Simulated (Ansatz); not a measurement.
CH8AlFSi2, SMILES `F[SiH]([SiH3])[CH2][AlH2]`, relaxed with RKS PBE0-D4/def2-TZVP in Ansatz 0.2.0 from a PBE-D4/def2-SVP geometry. The force threshold is 0.005 eV/Å; the program also tests the step.

Total charge 0; spin multiplicity 1.

Start:

```xyz
13

F     1.787    1.692   -1.591
Si    0.459    0.857   -1.087
Si    1.018   -1.372   -0.546
C    -0.293    1.383    0.522
Al   -1.352   -0.206    1.147
H    -0.535    0.879   -2.214
H    -0.127   -1.713    0.447
H     2.256   -1.519    0.299
H     0.955   -2.467   -1.574
H     0.494    1.580    1.282
H    -0.925    2.292    0.421
H    -1.156   -0.713    2.653
H    -2.581   -0.691    0.239
```

| step | energy (eV) | largest force (eV/Å) | largest move (Å) |
| --- | --- | --- | --- |
| 1 | -26226.7248 | 1.147 | 0.000 |
| 2 | -26226.7730 | 0.697 | 0.033 |
| 3 | -26226.7853 | 0.061 | 0.022 |
| 4 | -26226.7857 | 0.034 | 0.017 |
| 5 | -26226.7859 | 0.006 | 0.005 |
| 6 | -26226.7860 | 0.003 | 0.002 |
| 7 | -26226.7860 | 0.005 | 0.006 |
| 8 | -26226.7860 | 0.004 | 0.009 |
| 9 | -26226.7861 | 0.004 | 0.009 |

End:

```xyz
13

F     1.758    1.667   -1.549
Si    0.463    0.849   -1.065
Si    1.013   -1.372   -0.537
C    -0.298    1.384    0.512
Al   -1.339   -0.193    1.137
H    -0.512    0.871   -2.185
H    -0.103   -1.714    0.455
H     2.253   -1.538    0.265
H     0.923   -2.430   -1.574
H     0.466    1.587    1.271
H    -0.927    2.272    0.400
H    -1.147   -0.691    2.631
H    -2.550   -0.694    0.239
```

It took 50 s on 4 threads of an Arm Neoverse V1 on a shared host, with 0.68 GiB of host memory at the peak.
